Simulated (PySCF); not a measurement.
Br₂Sn, neutral, multiplicity 1. Atoms are numbered in the order given.

```xyz
3

Sn     0.0000     0.0000     0.9555
Br     0.0000    -1.8977    -0.6825
Br     0.0000     1.8977    -0.6825
```

Geometry optimised at ωB97X-D3(BJ)/def2-SVP. The isomer is the one that the SMILES or the coordinates give; other isomers of the formula were not compared. The def2 effective core potentials stand for the cores of Sn; spin–orbit coupling is left out.

Method: B3LYP/def2-TZVPD in PySCF.

Isolated molecule, no solvent.

The total energy comes out as -5362.86764 hartree and the point group comes out as C2v. The highest occupied level is -7.56 eV and the lowest empty level is -3.43 eV. The orbital gap is 4.12 eV. The dipole moment is 3.01 D. The quadrupole, principal values (traceless, Buckingham form, about the centre of nuclear charge) is -8.37, 3.45, 4.92 D·Å, the mean static polarisability is 89.4 bohr³ (13.24 Å³) and the polarisability, principal values is 64.2, 89.7, 114.3 bohr³.
